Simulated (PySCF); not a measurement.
NMR data simulated for an unnamed compound:

¹H NMR (400 MHz, computed): δ 7.63 (m, 1H), 7.24 (m, 1H), 6.30 (m, 1H), 4.06 (d, 3H), 1.36 (m, 2H).

¹³C{¹H} NMR (computed): δ 164.7 (CH), 150.3 (CH).

Non-relativistic, single conformer, one averaged value for each set of equivalent atoms, no solvent model. Geometry from GFN2-xTB; shielding tensors at PBE0/pcSseg-1 (GIAO); PySCF.

Referencing at the same level of theory: ¹H (31.72 ppm) and ¹³C (186.93 ppm) against TMS.

**Question.** Which of these does the molecule contain: a CF3 group, a non-aromatic C=C double bond, an ester, a nitrile, a Si–H bond?

**Answer.** 
- A CF3 group: no.
- A non-aromatic C=C double bond: yes.
- An ester: no.
- A nitrile: no.
- A Si–H bond: yes (δH 6.30 (m)).

The data belong to `[SiH3]/C=C\[Si@H](F)P`, C2H8FPSi2; they needn't prove each group on their own.

Carbon signals by region: 1 in the far downfield region (above 160 ppm), 1 in the sp2 and nitrile region (100–160 ppm). Above 160 ppm: 164.7, alkene CH.

Splittings by ¹⁹F and ³¹P in the carbon and heteronuclear signals aren't shown, as no couplings were computed. Shifts are as computed. Against solution values, carbons near 30 ppm lie about +3 ppm off and those near 130 ppm about +5 ppm. Of 1211 compounds with measured shifts, 218 miss one by over three times the rms of a fit or turn the order of signals round; such compounds aren't used in these exercises. No couplings were computed; multiplicities are counted from neighbouring protons, with m where these are inequivalent, close in shift, in a saturated or five-membered ring or joined by F or P, and br s for small geminal =CH2 splittings.
